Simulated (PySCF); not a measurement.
# One molecule, several mistakes: AlBH3OSi

Calculated results; nothing here was measured. They come from PySCF 2.14.0, an open-source quantum chemistry program, on an isolated molecule that a program drew, which may never have been made. The molecule is AlBH3OSi (charge 0, doublet), drawn as the SMILES string `[O]=[Al][BH][SiH2]`.

Each row is a Hartree-Fock (HF) and frozen-core CCSD(T) single point in the cc-pV(D+d)Z basis, meant for a local HF minimum. Run 1 is clean. Each other run has one planted mistake out of seven kinds, and not every kind appears here: one electron removed, one electron added, multiplicity raised by two, geometry at a saddle point, minimal basis STO-3G, one bond length entered in bohr, all coordinates scaled. The reference is restricted for singlets and unrestricted otherwise, and also for a bond in bohr. Adding or removing an electron swaps singlet and doublet. Electrons count all cores. HOMO and LUMO are orbital energies over both spins, the gradient is its largest component, and the lowest frequency (negative if imaginary) is given only where the gradient is small. Bond lengths are over the 6 bonds as drawn. T1 is the CCSD diagnostic: over 0.02 (restricted) or 0.045 (unrestricted) a single reference is doubtful.

Geometry of the clean run:
```xyz
7
AlBH3OSi, angstrom
O    -0.1859   -4.0573   -1.2017
Al    0.3476   -2.6141   -0.8621
B     1.1221   -0.6920   -0.4171
Si    3.0020   -0.2923   -0.5111
H     0.3711    0.1835   -0.0945
H     3.5979    1.0233   -0.2137
H     4.0294   -1.2776   -0.8941
```

| run | electrons | basis functions | <S^2> | HOMO (eV) | LUMO (eV) | gradient (hartree/bohr) | lowest frequency (cm^-1) | mean bond (Å) | longest bond (Å) | T1 | HF (hartree) | CCSD(T) (hartree) | mistake |
|---|---|---|---|---|---|---|---|---|---|---|---|---|---|
| 1 | 43 | 89 | 0.760 | -9.34 | -0.81 | 8.1e-06 | 94 | 1.6276 | 2.120 | 0.0297 | -632.06736 | -632.54076 | no fault |
| 2 | 42 | 89 | 0.000 | -14.20 | -7.83 | 5.5e-02 | - | 1.6276 | 2.120 | 0.0709 | -631.75261 | -632.21888 | one electron removed |
| 3 | 44 | 89 | 0.000 | -2.33 | 5.76 | 3.8e-02 | - | 1.6276 | 2.120 | 0.0257 | -632.12277 | -632.63444 | one electron added |
| 4 | 43 | 31 | 0.761 | -5.46 | 4.92 | 2.8e-02 | - | 1.6276 | 2.120 | 0.0432 | -624.41618 | -624.65440 | minimal basis STO-3G |
| 5 | 43 | 89 | 3.796 | -5.56 | -0.44 | 1.4e-01 | - | 1.6276 | 2.120 | 0.0215 | -631.99715 | -632.41145 | multiplicity raised by two |
| 6 | 43 | 89 | 0.762 | -9.16 | -0.76 | 5.6e-02 | - | 1.7025 | 2.217 | 0.0332 | -632.05427 | -632.53632 | ? |

**Which mistake was planted in run 6, and what did it cost?**

The mean and the longest bond both change by the same factor, 1.046, and the gradient is no longer small. So the mistake is: all coordinates scaled. Subtracting run 1 and multiplying by 627.51 kcal/mol a hartree, the energy moved by 8.2 kcal/mol in HF and 2.8 kcal/mol in CCSD(T).

Cautions from the logs. Run 2: T1 is over the limit, so its CCSD(T) energy is less reliable; run 3: T1 is over the limit, so its CCSD(T) energy is less reliable.
